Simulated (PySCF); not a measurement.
## SMILES N#C[C@H]1CC[SiH2][C@@H]1C#N, C$_{6}$H$_{8}$N$_{2}$Si

Molfile (atoms numbered from 1):
```
C6H8N2Si
     RDKit          3D

 17 17  0  0  0  0  0  0  0  0999 V2000
    1.7176   -1.6681    2.0613 N   0  0  0  0  0  0  0  0  0  0  0  0
    1.4556   -1.0625    1.1276 C   0  0  0  0  0  0  0  0  0  0  0  0
    1.1059   -0.2895   -0.0384 C   0  0  1  0  0  0  0  0  0  0  0  0
    0.0051   -1.0074   -0.8319 C   0  0  0  0  0  0  0  0  0  0  0  0
   -1.2806   -0.9710   -0.0016 C   0  0  0  0  0  0  0  0  0  0  0  0
   -1.3200    0.7689    0.7741 Si  0  0  0  0  0  4  0  0  0  0  0  0
    0.5559    1.0848    0.4124 C   0  0  2  0  0  0  0  0  0  0  0  0
    0.7205    2.0347   -0.6422 C   0  0  0  0  0  0  0  0  0  0  0  0
    0.8372    2.7709   -1.5111 N   0  0  0  0  0  0  0  0  0  0  0  0
    2.0115   -0.1700   -0.6472 H   0  0  0  0  0  0  0  0  0  0  0  0
    0.3043   -2.0312   -1.0664 H   0  0  0  0  0  0  0  0  0  0  0  0
   -0.1403   -0.4720   -1.7729 H   0  0  0  0  0  0  0  0  0  0  0  0
   -2.1449   -1.2044   -0.6203 H   0  0  0  0  0  0  0  0  0  0  0  0
   -1.2309   -1.7341    0.7769 H   0  0  0  0  0  0  0  0  0  0  0  0
   -1.5501    0.7875    2.2163 H   0  0  0  0  0  0  0  0  0  0  0  0
   -2.1516    1.7232    0.0454 H   0  0  0  0  0  0  0  0  0  0  0  0
    1.0977    1.4522    1.2878 H   0  0  0  0  0  0  0  0  0  0  0  0
  1  2  3  0
  2  3  1  0
  3  4  1  0
  4  5  1  0
  5  6  1  0
  6  7  1  0
  7  8  1  0
  8  9  3  0
  7  3  1  0
  3 10  1  6
  4 11  1  0
  4 12  1  0
  5 13  1  0
  5 14  1  0
  6 15  1  0
  6 16  1  0
  7 17  1  1
M  END
```

Method: PySCF, TDDFT B3LYP/def2-SVPD circular dichroism and optical rotation, one conformer, gas phase. Geometry: GFN2-xTB.

Stereocentres: C3 R, C7 S.

**Question.** Give the optical rotatory dispersion at 633, 589.3, 546, 436, 405, 365, 355 nm.

**Answer.** [α] in deg dm⁻¹ (g/mL)⁻¹:
```tsv
λ (nm)	origin-invariant length gauge	modified velocity gauge	length gauge (centre of mass)	isotropic polarisability (au)
633	+93.8	+82.1	+94.5	99.4
589.3	+109.7	+96.0	+110.5	99.8
546	+129.8	+113.7	+130.8	100.2
436	+217.5	+190.6	+219.2	102.1
405	+259.6	+227.4	+261.6	102.9
365	+336.0	+294.3	+338.5	104.4
355	+360.6	+315.9	+363.4	104.8
```

**Question.** And for the mirror image at 589.3 nm?

**Answer.** -109.7 deg dm⁻¹ (g/mL)⁻¹ (origin-invariant length gauge): the same size and the opposite sign.

**Question.** What is the molar rotation [Φ] = [α]·M/100 of the geometry above at 589.3 nm?

**Answer.** With M = 136.23 g/mol, +149.4 deg cm² dmol⁻¹ (origin-invariant length gauge).

The first excitation lies at 6.92 eV (179 nm) with R = +2.9 × 10⁻⁴⁰ esu² cm² (velocity form).
